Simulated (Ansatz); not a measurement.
Coupled-cluster run, Cl3H3HfOSi, SMILES `[SiH3][O][Hf]([Cl])([Cl])[Cl]`.

```yaml
crystal:
  periodic: [false, false, false]
  atoms:
    - {symbol: Si, position_ang: [-1.191686, -0.662898, -1.246859]}
    - {symbol: O, position_ang: [-0.127291, -0.068764, -0.133743]}
    - {symbol: Hf, position_ang: [1.097709, 0.611098, 1.148427]}
    - {symbol: Cl, position_ang: [2.169514, -1.192229, 2.172752]}
    - {symbol: Cl, position_ang: [2.647551, 1.963280, 0.044070]}
    - {symbol: Cl, position_ang: [-0.096151, 1.854414, 2.722870]}
    - {symbol: H, position_ang: [-2.571646, -0.470070, -0.739105]}
    - {symbol: H, position_ang: [-0.918342, -2.106780, -1.446344]}
    - {symbol: H, position_ang: [-1.009669, 0.071948, -2.522067]}
basis:
  gaussian: {orbitals: def2-SVP}
correlation: {method: ccsd_t}
```

```sh
$ ansatz run in.yaml --threads 2 --pin off --events-out ev --progress --plain --max-ram 32768MiB --backend cuda --devices 0, --max-vram 18GiB
```

Output of Ansatz, abridged:

```
Functional definition: HF
1243 factors; integrals over basis functions are off by at most 1.1e-3 eV
mean field evaluation 1: about -48739.4901 eV, gradient 4.3e1 eV
mean field evaluation 2: about -48739.5001 eV, gradient 4.4e1 eV
mean field evaluation 4: about -48743.9284 eV, gradient 3.0e0 eV
mean field evaluation 8: about -48743.9632 eV, gradient 3.2e-4 eV
mean field -48743.96315220 eV, -1791.3076059985 hartree, gradient 3.5e-6 eV, S^2 0.000000; 0 other end points of the search recorded, 0 dependent functions left out
21 core orbitals not correlated: weight in the atoms' cores, before any rotation towards them, 1.000 or more for the frozen orbitals, at most 0.000 for the correlated occupied ones
reference -48743.96315220 eV, -1791.3076059985 hartree; 23, 23 occupied and 89, 89 virtual orbitals, 1243 factors
second order -24.33289547 eV of doubles, -0.00000000 eV of singles
cycle   1  -24.88077398 eV  change   -5.5e-1 eV  update   1.5e-1
cycle   2  -25.48892207 eV  change   -6.1e-1 eV  update   5.2e-2
cycle   3  -25.68516077 eV  change   -2.0e-1 eV  update   2.7e-2
cycle   4  -25.67969389 eV  change    5.5e-3 eV  update   6.1e-3
cycle   5  -25.67326054 eV  change    6.4e-3 eV  update   2.2e-3
cycle   6  -25.67325475 eV  change    5.8e-6 eV  update   6.4e-4
cycle   7  -25.67306299 eV  change    1.9e-4 eV  update   2.6e-4
cycle   8  -25.67301994 eV  change    4.3e-5 eV  update   8.3e-5
cycle   9  -25.67307391 eV  change   -5.4e-5 eV  update   2.6e-5
perturbative correction -0.72028555 eV, -0.0264700056 hartree
Total energy: -48770.35651166 eV, -1792.2775440686 hartree
```

Run time 5.5 s (2 threads of an AMD EPYC 7R13 on a shared host and a share of an NVIDIA H100 80 GB); peak host memory 0.78 GiB.

The correlation energy is -26.393 eV, 2.7 % of it from (T); the T1 diagnostic reads 0.0147.
